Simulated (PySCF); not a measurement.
PySCF input for C2H4ClNOSi, SMILES C[Si@@H](Cl)OC#N, PBE-D3(BJ)/def2-SVP. Coordinates come from a PBE-D3(BJ)/def2-SVP optimisation. The structure was generated by enumeration; whether it is a known compound was not checked. The values are those of a single conformer.

```python
import numpy as np
from pyscf import gto, scf, dft, df
from pyscf.hessian import thermo

mol = gto.M(
    atom='''
    C    -1.66779025    0.06648747    1.16148546
    Si   -0.31136452   -0.81183644    0.24430215
    Cl   -0.53833137   -0.60201907   -1.79817839
    O     1.20839248   -0.09413974    0.68324570
    C     1.40836012    1.18050645    0.73870437
    N     1.61821122    2.33719286    0.80710891
    H    -1.53554400   -0.05670780    2.25552829
    H    -2.65881527   -0.33716515    0.87341118
    H    -1.64680763    1.14922568    0.92258171
    H    -0.08613414   -2.24451376    0.58041469
    ''',
    basis='def2-SVP',
    charge=0,
    spin=0,
    max_memory=1600,
    verbose=3,
)
mf = dft.RKS(mol, xc='pbe').density_fit(auxbasis='def2-universal-jkfit')
mf.disp = 'd3bj'
mf.grids.level = 3
mf.conv_tol = 1e-11
mf.max_cycle = 100
mf.kernel()

# [left out here: the lines that compute and print the analytic Hessian (its translational invariance restored by hand, since the grid's response is missing), thermochemistry and intensities]
```

It prints:

```
converged SCF energy = -957.390833207245

WARN: DFTD3 does not support analytical Hessian, using finite difference


WARN: Mole.unit (angstrom) is changed to Bohr

Mode                                 0                   1                   2
Irrep
Freq [cm^-1]                       40.5909             90.1593            147.7959
Reduced mass [au]                   9.7042              5.2255              1.0574
Force const [Dyne/A]                0.0094              0.0250              0.0136
Char temp [K]                      58.4013            129.7192            212.6454
Normal mode                   x     y     z       x     y     z       x     y     z
       0   C                -0.05 -0.08  0.02    0.08  0.10  0.02   -0.01 -0.02  0.01
       1  Si                -0.01 -0.02  0.02    0.00 -0.01  0.01    0.00  0.00 -0.00
       2  Cl                 0.04  0.07  0.02    0.03  0.03  0.01   -0.01 -0.02 -0.00
       3   O                -0.03 -0.02  0.08    0.04 -0.07 -0.00   -0.01  0.02  0.00
       4   C                -0.00 -0.02 -0.04   -0.04 -0.06 -0.02    0.01  0.02  0.00
       5   N                 0.03 -0.01 -0.16   -0.17 -0.03 -0.04    0.03  0.02  0.00
       6   H                -0.07 -0.12  0.02    0.05  0.03  0.02   -0.31 -0.48 -0.01
       7   H                -0.04 -0.10 -0.02    0.03  0.23 -0.02   -0.04  0.36 -0.41
       8   H                -0.08 -0.07  0.05    0.22  0.10  0.07    0.34  0.07  0.44
       9   H                 0.00 -0.03 -0.03   -0.08 -0.02 -0.00    0.03  0.00 -0.01
Mode                                 3                   4                   5
Irrep
Freq [cm^-1]                      188.4735            222.7498            280.7714
Reduced mass [au]                   3.6434              7.3392              4.6303
Force const [Dyne/A]                0.0763              0.2146              0.2151
Char temp [K]                     271.1714            320.4874            403.9676
Normal mode                   x     y     z       x     y     z       x     y     z
       0   C                -0.03  0.00 -0.15    0.09  0.02  0.01    0.07  0.03 -0.04
       1  Si                 0.07 -0.02  0.02    0.03 -0.01 -0.05   -0.01 -0.11  0.01
       2  Cl                -0.07  0.02  0.04   -0.04 -0.02 -0.05    0.01  0.03  0.03
       3   O                 0.06 -0.02  0.04   -0.04  0.01  0.16   -0.08  0.05 -0.04
       4   C                 0.03 -0.01  0.02   -0.02  0.01  0.08   -0.07  0.04 -0.03
       5   N                -0.02  0.00 -0.01    0.01  0.02 -0.04    0.06  0.02  0.02
       6   H                -0.22  0.10 -0.12    0.19  0.03  0.00    0.06  0.15 -0.03
       7   H                 0.02 -0.03 -0.30    0.04  0.07  0.12   -0.01  0.18  0.02
       8   H                -0.01 -0.02 -0.25    0.12  0.01  0.00    0.26  0.00 -0.17
       9   H                 0.09 -0.01  0.02    0.05 -0.01 -0.09    0.08 -0.10 -0.00
Mode                                 6                   7                   8
Irrep
Freq [cm^-1]                      492.7463            500.5766            532.5817
Reduced mass [au]                  11.8503              8.8592              9.6273
Force const [Dyne/A]                1.6952              1.3079              1.6089
Char temp [K]                     708.9522            720.2182            766.2665
Normal mode                   x     y     z       x     y     z       x     y     z
       0   C                -0.01 -0.00  0.01    0.04 -0.00 -0.02   -0.04  0.03  0.05
       1  Si                -0.01 -0.02  0.01    0.04  0.06 -0.02    0.02 -0.03  0.10
       2  Cl                -0.00  0.00 -0.02   -0.00 -0.01  0.03   -0.01  0.01 -0.10
       3   O                -0.02  0.01  0.09   -0.01 -0.03  0.04    0.06 -0.01  0.00
       4   C                 0.12  0.00 -0.21   -0.18  0.00 -0.12   -0.09  0.02 -0.01
       5   N                -0.04  0.02  0.09    0.05 -0.06  0.05    0.04 -0.00  0.00
       6   H                 0.01  0.02  0.01    0.04 -0.09 -0.03   -0.17  0.11  0.08
       7   H                -0.03  0.04  0.03    0.08 -0.10 -0.05   -0.01  0.01 -0.04
       8   H                 0.04 -0.01 -0.02   -0.09  0.02  0.06   -0.03  0.01 -0.03
       9   H                 0.03 -0.01  0.02   -0.05  0.05  0.00    0.03 -0.03  0.10
Mode                                 9                  10                  11
Irrep
Freq [cm^-1]                      657.4789            666.6314            726.3520
Reduced mass [au]                   5.6071              1.4269              1.1877
Force const [Dyne/A]                1.4281              0.3736              0.3692
Char temp [K]                     945.9657            959.1342           1045.0588
Normal mode                   x     y     z       x     y     z       x     y     z
       0   C                -0.09  0.02  0.03    0.07  0.01 -0.07   -0.08  0.01 -0.06
       1  Si                -0.05 -0.04 -0.07   -0.04 -0.04  0.01    0.03 -0.00 -0.00
       2  Cl                 0.00 -0.01  0.03   -0.01  0.01 -0.01   -0.00  0.01 -0.00
       3   O                 0.15 -0.02  0.04    0.05  0.00  0.02    0.00 -0.00 -0.01
       4   C                -0.04  0.05 -0.02    0.00  0.04  0.00   -0.01 -0.02  0.01
       5   N                 0.03  0.05  0.01    0.01  0.04  0.00   -0.00 -0.02 -0.00
       6   H                 0.00  0.07  0.03    0.19 -0.27 -0.11    0.36 -0.16 -0.12
       7   H                -0.17  0.15  0.13    0.13 -0.20 -0.02   -0.27  0.20  0.33
       8   H                 0.04  0.01  0.01   -0.18  0.06  0.17    0.04  0.06  0.18
       9   H                -0.01 -0.07 -0.21   -0.53 -0.03  0.39    0.36  0.16  0.49
Mode                                12                  13                  14
Irrep
Freq [cm^-1]                      753.2736            838.2831            863.4548
Reduced mass [au]                   2.9085              1.3429              1.2724
Force const [Dyne/A]                0.9724              0.5560              0.5589
Char temp [K]                    1083.7930           1206.1027           1242.3192
Normal mode                   x     y     z       x     y     z       x     y     z
       0   C                 0.07 -0.12 -0.07   -0.06 -0.03 -0.05   -0.02 -0.08  0.06
       1  Si                -0.08  0.06  0.05    0.06  0.02  0.05    0.03  0.02 -0.05
       2  Cl                 0.00 -0.00 -0.01   -0.00 -0.00 -0.00   -0.00  0.00  0.00
       3   O                 0.05 -0.01  0.01   -0.03  0.00 -0.02   -0.01 -0.00  0.00
       4   C                -0.02  0.01 -0.00    0.01  0.00 -0.00   -0.00  0.00  0.00
       5   N                 0.01  0.00  0.00   -0.00  0.00 -0.00   -0.00 -0.00 -0.00
       6   H                 0.18  0.03 -0.07    0.25 -0.04 -0.08   -0.19  0.27  0.12
       7   H                -0.03  0.10 -0.01   -0.22  0.18  0.24   -0.11  0.21 -0.02
       8   H                 0.38 -0.16 -0.23    0.14 -0.00  0.07    0.25 -0.14 -0.23
       9   H                 0.15  0.07 -0.04   -0.52 -0.19 -0.44   -0.44  0.07  0.51
Mode                                15                  16                  17
Irrep
Freq [cm^-1]                     1165.7987           1226.3017           1371.2614
Reduced mass [au]                  13.1678              1.2695              1.0454
Force const [Dyne/A]               10.5441              1.1248              1.1582
Char temp [K]                    1677.3247           1764.3750           1972.9398
Normal mode                   x     y     z       x     y     z       x     y     z
       0   C                -0.01  0.00  0.00   -0.10  0.06  0.07   -0.02 -0.05  0.02
       1  Si                -0.01 -0.01 -0.00    0.01 -0.00 -0.01   -0.00 -0.01  0.00
       2  Cl                -0.00  0.00 -0.00   -0.00  0.00  0.00    0.00  0.00  0.00
       3   O                 0.06  0.19  0.02   -0.01 -0.01 -0.00   -0.00  0.00 -0.00
       4   C                -0.01 -0.06 -0.00    0.00  0.00  0.00    0.00 -0.00  0.00
       5   N                -0.02 -0.14 -0.01    0.00  0.01  0.00   -0.00 -0.00 -0.00
       6   H                 0.02 -0.01 -0.00    0.42 -0.27 -0.04    0.49  0.44  0.01
       7   H                 0.01 -0.03 -0.01    0.19 -0.33 -0.32    0.04  0.25 -0.56
       8   H                 0.03 -0.00 -0.01    0.41 -0.04 -0.32   -0.26  0.02  0.28
       9   H                -0.08 -0.02 -0.02   -0.02 -0.01  0.02    0.01 -0.01 -0.01
Mode                                18                  19                  20
Irrep
Freq [cm^-1]                     1372.5039           2248.6183           2313.1615
Reduced mass [au]                   1.0472              1.0453             12.3148
Force const [Dyne/A]                1.1623              3.1141             38.8232
Char temp [K]                    1974.7275           3235.2611           3328.1244
Normal mode                   x     y     z       x     y     z       x     y     z
       0   C                 0.03  0.01  0.05    0.00 -0.00 -0.00    0.00  0.00  0.00
       1  Si                 0.00  0.00  0.00   -0.01  0.03 -0.01   -0.00 -0.00 -0.00
       2  Cl                -0.00 -0.00  0.00   -0.00 -0.00  0.00    0.00  0.00  0.00
       3   O                 0.00  0.00 -0.00   -0.00 -0.00 -0.00   -0.01 -0.04 -0.00
       4   C                 0.00  0.00 -0.00    0.00  0.01  0.00    0.04  0.23  0.01
       5   N                -0.00 -0.00  0.00   -0.00 -0.01 -0.00   -0.03 -0.15 -0.01
       6   H                 0.10 -0.44 -0.02   -0.00  0.00 -0.00   -0.00  0.00  0.00
       7   H                -0.12  0.47 -0.10    0.00  0.00  0.00    0.00 -0.00 -0.00
       8   H                -0.46 -0.11 -0.52   -0.00  0.00  0.00    0.00  0.00  0.00
       9   H                -0.01 -0.01 -0.03    0.15 -0.94  0.21   -0.00  0.05 -0.01
Mode                                21                  22                  23
Irrep
Freq [cm^-1]                     2981.4395           3086.7000           3091.3059
Reduced mass [au]                   1.0351              1.1029              1.1028
Force const [Dyne/A]                5.4212              6.1914              6.2093
Char temp [K]                    4289.6276           4441.0740           4447.7009
Normal mode                   x     y     z       x     y     z       x     y     z
       0   C                 0.03 -0.02 -0.03   -0.01  0.06 -0.07   -0.06 -0.05 -0.04
       1  Si                -0.00  0.00  0.00   -0.00  0.00 -0.00   -0.00 -0.00 -0.00
       2  Cl                -0.00 -0.00  0.00   -0.00 -0.00  0.00    0.00  0.00  0.00
       3   O                -0.00 -0.00  0.00    0.00 -0.00  0.00    0.00  0.00  0.00
       4   C                 0.00  0.00 -0.00   -0.00  0.00  0.00    0.00  0.00 -0.00
       5   N                -0.00 -0.00  0.00    0.00 -0.00 -0.00   -0.00 -0.00  0.00
       6   H                 0.08 -0.07  0.58    0.08 -0.07  0.66    0.03 -0.05  0.36
       7   H                -0.48 -0.20 -0.15    0.00  0.01 -0.01    0.71  0.28  0.20
       8   H                 0.02  0.56 -0.13   -0.01 -0.66  0.14   -0.01  0.36 -0.09
       9   H                 0.00 -0.00 -0.00    0.00 -0.00  0.00   -0.00  0.00  0.00
temperature 298.1500 [K]
pressure 101325.00 [Pa]
Rotational constants [GHz] 3.24839 1.55499 1.29144
Symmetry number 1
Zero-point energy (ZPE) 0.05891 [Eh]   154671.228 [J/mol]
                           tot       elec      trans        rot        vib
Entropy [J/mol/K]       374.471      0.000    168.619    118.366     87.487
Cv [J/mol/K]            108.721      0.000     12.472     12.472     83.778
Cp [J/mol/K]            117.036      0.000     20.786     12.472     83.778
Internal energy [J/mol]                      3718.434   3718.434 168045.949
Internal energy [Eh]   -957.32400  -957.39083
Enthalpy [J/mol]                             6197.391   3718.434 168045.949
Enthalpy [Eh]          -957.32305
Gibbs free energy [J/mol]                  -44076.248 -31572.318 141961.729
Gibbs free energy [Eh] -957.36558
mode   freq/cm-1   IR/(km/mol)
   1       40.59         2.371
   2       90.16         2.950
   3      147.80         0.004
   4      188.47         3.269
   5      222.75         2.713
   6      280.77        11.506
   7      492.75         2.309
   8      500.58        17.407
   9      532.58        46.417
  10      657.48        56.149
  11      666.63        20.122
  12      726.35         2.439
  13      753.27        74.621
  14      838.28       209.098
  15      863.45       131.462
  16     1165.80       188.790
  17     1226.30        34.288
  18     1371.26         5.141
  19     1372.50         5.342
  20     2248.62        92.314
  21     2313.16       208.480
  22     2981.44         1.067
  23     3086.70         0.549
  24     3091.31         0.156
max |gradient| / (hartree/bohr): 4.580375952474505e-05
APT charges: [-0.4223  1.7733 -0.4935 -0.9447  0.5051 -0.3381  0.0451  0.0607  0.0639
 -0.2495]
```

The calculation finished and met its thresholds.

Cost: about 3 core-minutes (a rough figure).
